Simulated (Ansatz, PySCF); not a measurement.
C5H9F, SMILES FC1[C@H]([C@@H]1C)C. Atoms are numbered in the order given.

```xyz
15

C      1.8039    -0.8384    -0.3837
C      0.4907    -0.1692    -0.7181
C     -0.7537    -0.4310     0.1191
C     -2.1188    -0.5756    -0.5117
C     -0.0627     0.8940     0.1846
F      0.6413     1.1998     1.3190
H      1.8448    -1.8596    -0.7958
H      2.6539    -0.2720    -0.7977
H      1.9482    -0.9010     0.7046
H      0.3123    -0.0066    -1.7882
H     -0.5728    -1.0568     1.0012
H     -2.9217    -0.3516     0.2097
H     -2.2366     0.1109    -1.3657
H     -2.2780    -1.5995    -0.8881
H     -0.5417     1.7836    -0.2406
```
Charge 0, spin multiplicity 1.

Geometry: B3LYP-D3(BJ)/def2-SVP. The structure was generated by enumeration; whether it is a known compound was not checked.

Two levels are set side by side: PBE-D3(BJ)/def2-SVP (Ansatz, a quantum-chemistry and plane-wave program) and B3LYP-D3(BJ)/def2-SVP (Ansatz). Each level has its own optimised geometry; the coordinates shown are those of the second. Frequencies come from the Hessian of PySCF at each geometry. Differences are taken from unrounded values.

| quantity | B3LYP-D3(BJ) | PBE-D3(BJ) | PBE-D3(BJ) minus B3LYP-D3(BJ) |
|---|---|---|---|
| mean bond length (Å) | 1.254 | 1.260 | 0.006 |
| bond C1–C2 (Å) | 1.511 | 1.512 | 0.001 |
| bond C2–C3 (Å) | 1.522 | 1.528 | 0.005 |
| bond C2–C5 (Å) | 1.500 | 1.507 | 0.007 |
| bond C3–C4 (Å) | 1.511 | 1.512 | 0.001 |
| bond C3–C5 (Å) | 1.496 | 1.502 | 0.006 |
| bond C5–F6 (Å) | 1.370 | 1.375 | 0.006 |
| bond C1–H7 (Å) | 1.102 | 1.109 | 0.007 |
| bond C1–H8 (Å) | 1.102 | 1.110 | 0.007 |
| bond C1–H9 (Å) | 1.100 | 1.107 | 0.008 |
| bond C2–H10 (Å) | 1.097 | 1.105 | 0.008 |
| bond C3–H11 (Å) | 1.097 | 1.105 | 0.008 |
| bond C4–H12 (Å) | 1.102 | 1.110 | 0.007 |
| bond C4–H13 (Å) | 1.102 | 1.109 | 0.007 |
| bond C4–H14 (Å) | 1.102 | 1.110 | 0.008 |
| bond C5–H15 (Å) | 1.096 | 1.105 | 0.009 |
| highest harmonic wavenumber (cm⁻¹) | 3145 | 3079 | -66 |
| mean harmonic wavenumber (cm⁻¹) | 1454 | 1416 | -38 |
| zero-point energy (kcal/mol) | 81.07 | 78.95 | -2.12 |

Exact exchange shortens and stiffens bonds; PBE has none. Differences between two approximate levels are no errors against the true value.
